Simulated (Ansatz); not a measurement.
Isomers of C5H5NO, relaxed with PBE0-D4/def2-TZVP in Ansatz; electronic energies, one conformer each and not always the lowest. Functionals use def2-TZVPP; CBS adds triple-zeta CCSD(T) − MP2 to the MP2 limit of def2-TZVPP and def2-QZVPP.

Problem. Order them by energy at frozen-core CCSD(T)/CBS, lowest first. (Best estimate.)
A. `O=Cc1ccc[nH]1`
B. `Oc1ccncc1`
C. `[O-][n+]1ccccc1`
D. `Oc1ccccn1`

Solution. D (0.0 kJ/mol), B (30.9 kJ/mol), A (45.3 kJ/mol), C (204.3 kJ/mol).

Problem. How do ωB97M-V, B2PLYP, MP2/CBS(def2), HF/CBS(def2) place them (kJ/mol, against `Oc1ccccn1`)? (An estimate is asked.)

Solution. Computed: 
```
           isomer  ωB97M-V  B2PLYP  MP2/CBS(def2)  HF/CBS(def2)
  `O=Cc1ccc[nH]1`     44.5    40.6           38.7          56.8
`[O-][n+]1ccccc1`    212.6   197.1          201.6         252.1
      `Oc1ccncc1`     31.8    31.1           31.9          31.0
```
